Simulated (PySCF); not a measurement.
C2H6ClFSi2, SMILES C(/[SiH2]F)=C(\[SiH3])Cl. Atoms are numbered in the order given.

```xyz
12

F     -0.9348    -3.1916     0.0000
Si     0.2037    -2.0220     0.0000
C     -0.7202    -0.3933     0.0000
C     -0.1378     0.8138     0.0000
Si    -0.9835     2.5006     0.0000
Cl     1.6378     0.9109     0.0000
H      1.0261    -2.1821     1.2259
H      1.0261    -2.1821    -1.2259
H     -1.8180    -0.4127     0.0000
H     -0.5705     3.2573     1.2135
H     -2.4564     2.2795     0.0000
H     -0.5705     3.2573    -1.2135
```

Coordinates come from a B3LYP-D3(BJ)/def2-SVP optimisation. The structure was generated by enumeration; whether it is a known compound was not checked. The values are those of a single conformer.

Two levels are set side by side: PBE/pcSseg-1 (PySCF) and PBE0/pcSseg-1 (PySCF). GIAO shifts against CFCl3 (¹⁹F), HCl (³⁵Cl), TMS (²⁹Si), TMS (¹H), TMS (¹³C) at the same level; non-relativistic, no solvent, atoms listed together averaged. Without spin–orbit terms, shifts of atoms bonded to Cl or Br come out too high at both levels. Differences are taken from unrounded values.

```tsv
quantity	PBE0
δ(¹⁹F) of F1 (ppm)	-233.1
δ(²⁹Si) of Si2 (ppm)	-10.2
δ(¹³C) of C3 (ppm)	152.8
δ(¹³C) of C4 (ppm)	168.6
δ(²⁹Si) of Si5 (ppm)	-60.4
δ(³⁵Cl) of Cl6 (ppm)	307.9
δ(¹H) of H7, H8 (ppm)	5.73
δ(¹H) of H9 (ppm)	7.12
```

### Question
What does PBE give, and how far is it from PBE0? (The exact figures need the calculation; the answer reports its results.)

### Answer

```json
[
 {"quantity": "δ(¹⁹F) of F1 (ppm)", "PBE": "-256.0", "PBE minus PBE0": "-22.9"},
 {"quantity": "δ(²⁹Si) of Si2 (ppm)", "PBE": "-9.5", "PBE minus PBE0": "0.8"},
 {"quantity": "δ(¹³C) of C3 (ppm)", "PBE": "150.0", "PBE minus PBE0": "-2.8"},
 {"quantity": "δ(¹³C) of C4 (ppm)", "PBE": "167.2", "PBE minus PBE0": "-1.4"},
 {"quantity": "δ(²⁹Si) of Si5 (ppm)", "PBE": "-64.6", "PBE minus PBE0": "-4.2"},
 {"quantity": "δ(³⁵Cl) of Cl6 (ppm)", "PBE": "349.8", "PBE minus PBE0": "41.9"},
 {"quantity": "δ(¹H) of H7, H8 (ppm)", "PBE": "5.97", "PBE minus PBE0": "0.24"},
 {"quantity": "δ(¹H) of H9 (ppm)", "PBE": "7.04", "PBE minus PBE0": "-0.09"}
]
```

Rough cost on one machine, each run with all the roots and properties that it gave: PBE0 against PBE within a factor of 2.
